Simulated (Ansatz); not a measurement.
An input meant for HfTe2 (charge 0, singlet).

```yaml
crystal:
  periodic: [false, false, false]
  atoms:
    - {symbol: Hf, position_ang: [-0.960542, -1.269345, 0.082776]}
    - {symbol: Te, position_ang: [-0.613280, 1.468053, 0.046529]}
    - {symbol: Te, position_ang: [1.573822, -0.198708, -0.129315]}
basis:
  gaussian: {orbitals: def2-SVPD}
magnetization: {spin_polarized: true, initial_magnetization: 8}
hamiltonian: {xc: {name: LC-wPBE}}
scf: {lower_state_search: off}
```

```sh
$ ansatz run in.yaml --threads 4 --pin off --events-out ev --progress --plain --max-ram 3916MiB
```

Output, abridged:

```
Functional definition: LC-wPBE
1080 factors; their error is unknown
477 factors; integrals over basis functions are off by at most 4.1e-5 eV
mean field evaluation 1: about -15883.6804 eV, gradient 1.5e1 eV
mean field evaluation 2: about -15884.7975 eV, gradient 1.1e1 eV
mean field evaluation 4: about -15885.7615 eV, gradient 6.4e-1 eV
mean field evaluation 8: about -15885.7819 eV, gradient 2.0e-1 eV
mean field evaluation 16: about -15885.7563 eV, gradient 3.8e-2 eV
mean field evaluation 32: about -15885.7567 eV, gradient 2.1e-4 eV
mean field -15885.75672974 eV, -583.7907920652 hartree, gradient 8.4e-6 eV, S^2 20.015045; 0 other end points of the search recorded, 0 dependent functions left out
reference -15885.75672975 eV, -583.7907920655 hartree; 34, 26 occupied and 71, 79 virtual orbitals, 1080 factors
Total energy: -15885.75672975 eV, -583.7907920655 hartree
Checks for a lower state left out: stability, starts, cluster_reference, orbital_swaps, neighbouring_geometries, increment
```

**Question.** Something in this input is off. What?

**Answer.** The spin is set far too high (8 unpaired electrons typed, 0 in the singlet as meant). The calculation finished and met its thresholds. The result belongs to that input, not to the species as meant.
